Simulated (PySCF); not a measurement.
# Cu²⁺ (copper, charge +2) across methods

[Ar] 3d8 4s1, high-spin 4F determinant (an excited configuration). Calculation: PySCF 2.14, in def2-TZVPPD; no relativity, point nucleus.

| method | E (hartree) | mean ε 3d α (eV) | mean ε 3d β (eV) | mean ε 4s α (eV) | Σ⟨r²⟩ (bohr²) | ⟨S²⟩ |
| --- | --- | --- | --- | --- | --- | --- |
| PBE0 | -1638.895 | -42.004 | -39.748 | -25.486 | 19.92 | 3.750 |
| PBEsol | -1637.509 | -38.811 | -36.624 | -24.738 | 20.01 | 3.750 |
| MN15 | -1639.321 | -42.912 | -40.493 | -25.616 | 20.06 | 3.750 |
| TPSSh | -1639.136 | -40.020 | -38.003 | -24.903 | 19.97 | 3.750 |
| BP86 | -1639.342 | -38.890 | -36.923 | -24.912 | 20.00 | 3.750 |
| PBE | -1638.848 | -38.773 | -36.704 | -24.701 | 20.01 | 3.750 |
| UHF | -1637.79254 | -50.749 | -47.817 | -27.405 | 19.83 | 3.752 |
| LDA | -1636.283 | -39.129 | -36.876 | -25.026 | 20.02 | 3.750 |
| r2SCAN | -1639.120 | -39.355 | -37.328 | -24.959 | 19.93 | 3.751 |
